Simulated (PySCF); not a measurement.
# Working out the ionisation energy of Se(2+)

Se(2+) [Ar] 3d10 4s2 4p2 (3P) → Se(3+) [Ar] 3d10 4s2 4p1 (2P). Calculation: PySCF 2.14, in aug-cc-pwCVDZ-PP with ECP10MDF; scalar relativity through the core potential. Frozen: nothing. Energies in hartree (1 hartree = 27.21139 eV):

```
            part  Se(2+) (lower)  Se(3+) (upper)
             UHF     -370.768397     -369.630065
CCSD correlation       -0.442494       -0.426955
             (T)       -0.006974       -0.006631
```

Problem. What does Hartree-Fock give?

Solution. (-369.630065) − (-370.768397) = 1.138332 hartree = 30.976 eV.

Problem. What do CCSD and CCSD(T) give?

Solution. The CCSD correlation energies differ by 0.015539 hartree = 0.423 eV and the triples by 0.000343 hartree = 0.009 eV, so CCSD gives 31.399 eV and CCSD(T) 31.408 eV.

Reference: 31.697 ± 0.019 eV (measured; NIST Atomic Spectra Database, ionization energies), between the lowest levels; spin-orbit coupling is absent from the calculation.

A double-zeta basis recovers only part of the correlation energy.

What remains against the reference includes basis incompleteness and higher excitations.
